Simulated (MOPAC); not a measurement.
MOPAC input (PM7):

```
PM7 FORCE THERMO(298,298) PRECISE LET CHARGE=1 GEO-OK AUX(PRECISION=9) THREADS=1
F3S

F     1.34293263 1    0.02762612 1   -0.16823828 1
S    -0.03692483 1   -0.03700329 1    0.46704033 1
F    -0.65137304 1    1.16300126 1   -0.23594911 1
F    -0.62676611 1   -1.12569470 1   -0.41534380 1
```

From the output:

```
     F    4   0.521781   3.841119   0.521793   4.369007

          HEAT OF FORMATION =      75.516941 KCALS/MOLE

          ZERO POINT ENERGY       4.497 KCAL/MOL

           NORMAL COORDINATE ANALYSIS (Total motion = 1 Angstrom)

   Root No.       1         2         3         4         5         6

                 1 E       1 E       1 A1      2 A1      2 E       2 E

                 250.0     250.0     358.2     761.5     763.0     763.0

           1    0.0298   -0.1019   -0.1112    0.2609    0.3599    0.1055
           2    0.2883   -0.0317   -0.1448    0.0043    0.0017    0.0159
           3   -0.1813   -0.1896   -0.1707    0.0051    0.0106   -0.0100
           4    0.0379   -0.1296   -0.1225   -0.1063   -0.2321   -0.0680
           5   -0.0996   -0.0803    0.1411    0.1223   -0.1444    0.1763
           6    0.1125   -0.0274    0.1663    0.1442   -0.0485   -0.1997
           7   -0.2782    0.0927    0.1590   -0.0408    0.0324   -0.0506
           8   -0.0348   -0.0907    0.0898   -0.2578    0.2703   -0.2513
           9   -0.0737    0.2517   -0.1707    0.0051   -0.0140   -0.0041
          10    0.1843    0.2279    0.1590   -0.0408   -0.0006    0.0599
          11   -0.0854    0.2577   -0.1830    0.0470   -0.0282   -0.0621
          12    0.0652   -0.0159    0.0608   -0.2535    0.0852    0.3511

           MASS-WEIGHTED COORDINATE ANALYSIS (NORMAL COORDINATES)

   Root No.       1         2         3         4         5         6

                 1 E       1 E       1 A1      2 A1      2 E       2 E

                 250.0     250.0     358.2     761.5     763.0     763.0

           1    0.0557   -0.1904   -0.2054    0.4898    0.6153    0.1821
           2    0.5382   -0.0591   -0.2676    0.0081    0.0029    0.0274
           3   -0.3384   -0.3542   -0.3153    0.0096    0.0181   -0.0172
           4    0.0920   -0.3144   -0.2940   -0.2591   -0.5155   -0.1526
           5   -0.2416   -0.1947    0.3385    0.2983   -0.3208    0.3954
           6    0.2727   -0.0665    0.3990    0.3516   -0.1076   -0.4479
           7   -0.5193    0.1732    0.2937   -0.0766    0.0554   -0.0874
           8   -0.0650   -0.1693    0.1659   -0.4839    0.4622   -0.4339
           9   -0.1375    0.4702   -0.3153    0.0096   -0.0239   -0.0071
          10    0.3442    0.4257    0.2937   -0.0766   -0.0011    0.1035
          11   -0.1594    0.4814   -0.3382    0.0882   -0.0483   -0.1072
          12    0.1217   -0.0297    0.1124   -0.4759    0.1457    0.6061

          DESCRIPTION OF VIBRATIONS

 VIBRATION          2    1E          ATOM PAIR     ENERGY CONTRIBUTION    RADIAL
 FREQUENCY           249.97         S 2 -- F 4         +44.7% ( 84.5%)      0.1%
 TRANSITION DIPOLE   1.6684         S 2 -- F 3         +32.8% ( 72.4%)      1.7%
 TRAVEL (Ang.)       0.2139         F 1 -- S 2         +22.6% ( 60.1%)     13.2%
 REDUCED MASS        5.8985
 EFFECTIVE MASS     21.4885
 FORCE CONSTANT      0.2172

 VIBRATION          3    1A1         ATOM PAIR     ENERGY CONTRIBUTION    RADIAL
 FREQUENCY           358.20         S 2 -- F 3         +33.3% ( 79.6%)      0.9%
 TRANSITION DIPOLE   3.4777         F 1 -- S 2         +33.3% ( 79.6%)      0.9%
 TRAVEL (Ang.)       0.1670         S 2 -- F 4         +33.3% ( 79.6%)      0.9%
 REDUCED MASS        6.7530
 EFFECTIVE MASS     24.0861
 FORCE CONSTANT      0.5105

 VIBRATION          4    2A1         ATOM PAIR     ENERGY CONTRIBUTION    RADIAL
 FREQUENCY           761.46         S 2 -- F 3         +33.3% ( 61.7%)     73.6%
 TRANSITION DIPOLE   3.0012         F 1 -- S 2         +33.3% ( 61.7%)     73.6%
 TRAVEL (Ang.)       0.1236         S 2 -- F 4         +33.3% ( 61.7%)     73.6%
 REDUCED MASS        5.7940
 EFFECTIVE MASS     22.3477
 FORCE CONSTANT      1.9794

 VIBRATION          6    2E          ATOM PAIR     ENERGY CONTRIBUTION    RADIAL
 FREQUENCY           762.98         S 2 -- F 4         +52.9% ( 83.7%)     92.0%
 TRANSITION DIPOLE   3.3891         S 2 -- F 3         +32.2% ( 65.3%)     74.4%
 TRAVEL (Ang.)       0.1034         F 1 -- S 2         +14.9% ( 44.4%)     25.9%
 REDUCED MASS        8.2710
 EFFECTIVE MASS     23.5749
 FORCE CONSTANT      2.8368

      SYMMETRY NUMBER FOR POINT-GROUP C3v =  3

          SYSTEM IS A GROUND STATE

 F3S

          MOLECULE IS NOT LINEAR

          THERE ARE  6 GENUINE VIBRATIONS IN THIS SYSTEM
          THIS THERMODYNAMICS CALCULATION IS LIMITED TO
          MOLECULES WHICH HAVE NO INTERNAL ROTATIONS

                    CALCULATED THERMODYNAMIC PROPERTIES
                                          *
   TEMP. (K)   PARTITION FUNCTION   H.O.F.    ENTHALPY  HEAT CAPACITY ENTROPY
                                   KCAL/MOL   CAL/MOLE    CAL/K/MOL  CAL/K/MOL

 298.00  VIB.     0.2672D+01                   999.9041     7.2249     5.3081
         ROT.     0.1565D+05                   888.2803     2.9808    22.1733
         INT.     0.4180D+05                  1888.1844    10.2057    27.4815
         TRA.     0.8125D+27                  1480.4672     4.9680    39.3703
         TOT.                       75.517    3368.6516    15.1737    66.8517

   *: NOTE: HEATS OF FORMATION ARE RELATIVE TO THE
            ELEMENTS IN THEIR STANDARD STATE AT 298K
              (=  Standard Enthalpy of Formation).

            Hvib:  Zero-point energy is not included.
                   frequencies of less than zero cm-1 are not included.
            Hrot = (3/2)RT
            Htra = (3/2)RT + pV = (5/2)RT

            Heat capacity is Cp, not Cv

          For more information, see: HTTP://OpenMOPAC.net/Manual/thermochemistry.html

           FORCE CONSTANT IN CARTESIAN COORDINATES (Millidynes/A)

    ATOM   CHEMICAL       X               Y               Z
   NUMBER   SYMBOL  FORCE CONSTANT  FORCE CONSTANT  FORCE CONSTANT

      1       F        4.328506        0.314156        0.316267
      2       S        4.250380        4.218139        4.167089
      3       F        0.442205        4.200456        0.316269
      4       F        0.442205        0.485666        4.031058

 **********************
 *                    *
 * JOB ENDED NORMALLY *
 *                    *
 **********************

 == MOPAC DONE ==
```

The dipole moment of an ion depends on the origin.
